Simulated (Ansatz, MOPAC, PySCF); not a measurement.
Lewis adduct: BH3 (SMILES B) (first 4 atoms) with C2H6S (SMILES CSC); geometry from B3LYP-D3(BJ)/def2-TZVP, rigid monomers moved along the line of their centres of mass till B1···S6 is 2.24 Å.
(charge 0, multiplicity 1):
```xyz
13

B     -0.3293     0.6027     0.7595
H      0.0017    -0.2209    -0.0559
H     -1.4951     0.9039     0.7056
H      0.4334     1.5290     0.8904
C      1.6237    -0.7460     2.9177
S     -0.1492    -0.4802     2.7128
C     -0.4255     0.7939     3.9603
H      1.8270    -1.1607     3.9034
H      1.9251    -1.4545     2.1492
H      2.1495     0.1959     2.7704
H     -0.2370     0.3902     4.9535
H     -1.4674     1.0950     3.8751
H      0.2179     1.6476     3.7533
```

Counterpoise-corrected where a basis set is named; no monomer relaxation.

Cores are frozen in the correlated methods. The state that PM7 reach isn't checked; PM7 holds dispersion and hydrogen-bond terms.

Run with Ansatz (Gaussian basis) for Hartree–Fock, density functionals and correlated methods; MOPAC for PM7 (differences of heats of formation); PySCF for the dispersion terms. 

| level | interaction energy (kJ/mol) |
|---|---|
| PM7 | -107.3 |
| PBE/def2-TZVPPD | -146.3 |
| PBE-D4/def2-TZVPPD | -155.1 |
| r2SCAN-D3(BJ)/def2-TZVPPD | ___ |
| B3LYP/def2-TZVPPD | -121.3 |
| B3LYP-D4/def2-TZVPPD | -135.1 |
| PBE0/def2-TZVPPD | ___ |
| wB97X-V/def2-TZVPPD | -133.9 |
| CCSD(T)/aug-cc-pV(D+d)Z | -120.7 |

Fill in the missing entries.


- r2SCAN-D3(BJ)/def2-TZVPPD, interaction energy (kJ/mol): -150.1
- PBE0/def2-TZVPPD, interaction energy (kJ/mol): -140.6

Ansatz is a first-principles code.
